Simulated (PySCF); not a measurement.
Highest harmonic wavenumber (cm⁻¹) of eight silicon and germanium compounds: PBE-D3(BJ) beside r2SCAN-D4, computed with PySCF for isolated molecules in the bases named; differences from unrounded values. The eight are the first of their class met in an unordered collection, after screening for sound electronic states; none was chosen by its value. Each level has its own optimised geometry.

```tsv
molecule	basis	r2SCAN-D4	PBE-D3(BJ)	difference
Si(F)3(NCO) (CF3NOSi), SMILES O=C=N[Si](F)(F)F	def2-SVP	2479	(withheld)	(withheld)
N-silylprop-2-yn-1-amine (C₃H₇NSi), SMILES C#CCN[SiH3]	def2-SVP	3574	3492	-82
Si(All)(Cl)2(F) (C3H5Cl2FSi), SMILES C=CC[Si](Cl)(F)Cl	def2-SVP	3246	3176	-70
C₂H₈O₂Si, SMILES CO[Si@@H](C)O	def2-SVP	3879	(withheld)	(withheld)
CH₇FN₂Si, SMILES CN[Si@H](N)F	def2-SVP	3695	(withheld)	(withheld)
C2H4Cl2Ge, SMILES C=[CH][GeH]([Cl])[Cl]	def2-SVP	3228	3156	-72
H7NO2Si2, SMILES O[SiH2]O[SiH2]N	def2-SVP	3883	3760	-123
CH9FOSi3, SMILES [SiH2](F)O[SiH2][SiH2]C	def2-SVP	3145	3081	-64
```

Task: Complete the blanks. (Estimate from the structure and the level; the computed values follow.)

Result: 
- Si(F)3(NCO) (CF3NOSi), SMILES O=C=N[Si](F)(F)F, PBE-D3(BJ): 2429
- Si(F)3(NCO) (CF3NOSi), SMILES O=C=N[Si](F)(F)F, difference: -50
- CH₇FN₂Si, SMILES CN[Si@H](N)F, PBE-D3(BJ): 3604
- CH₇FN₂Si, SMILES CN[Si@H](N)F, difference: -91
- C₂H₈O₂Si, SMILES CO[Si@@H](C)O, PBE-D3(BJ): 3761
- C₂H₈O₂Si, SMILES CO[Si@@H](C)O, difference: -118

PBE-D3(BJ) lies below r2SCAN-D4 in 8 and above it in 0 of the eight; the mean signed difference is -84 and the largest -123 cm⁻¹.
